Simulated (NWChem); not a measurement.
A series in which one site is exchanged, each optimised at PBE0/def2-SVP with NWChem, gas phase unless a solvent is named. All stand in one matching conformer (torsions within 35°), which need not be the lowest. Some are not confirmed as minima by frequencies. def2 effective core potentials on In; no spin-orbit coupling.

A: SB(S)S (BH3S3; site = B)
B: [SH][Ga]([SH])[SH] (GaH₃S₃; site = Ga)
C: [Al]([SH])([SH])[SH] (AlH₃S₃; site = Al)
D: [SH][In]([SH])[SH] (InH3S3; site = In)

Question: Rank them by static polarisability, B3LYP/def2-SVPD (bohr³), lowest first.

Answer: A (79.5), C (92.3), B (96.5), D (109.0)
